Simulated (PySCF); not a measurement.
## Worked example: refractive index and permittivity of the vapour

C2F3O, SMILES O=[C]C(F)(F)F, multiplicity 2.

Coordinates come from a r2SCAN-D4/def2-SVP optimisation. The isomer is the one that the SMILES or the coordinates give; other isomers of the formula were not compared.

CAM-B3LYP/def2-TZVP (PySCF) gives a mean static polarisability of 27.6 bohr³ and a dipole moment of 0.47 D. Take an ideal gas at 298.15 K and 1 bar, whether or not the substance is that volatile.

Problem. Work out n − 1 in the optical limit and the static ε − 1.

Solution. 
Polarisability volume α' = 27.6 × 0.148185 = 4.09 Å³. Number density N = p/kT = 2.43e-5 Å⁻³.
Dilute limit of Lorentz–Lorenz: n − 1 = 2π N α' = 0.00062.
Orientation term of Debye: μ²/(3kT) = 8.098 Å³ × μ²(D²) = 1.79 Å³.
ε − 1 = 4π N (α' + μ²/3kT) = 0.0018. Orientation of the dipole supplies 30 % of the static response; it can't follow optical fields. Vibrational polarisation and dispersion are left out.
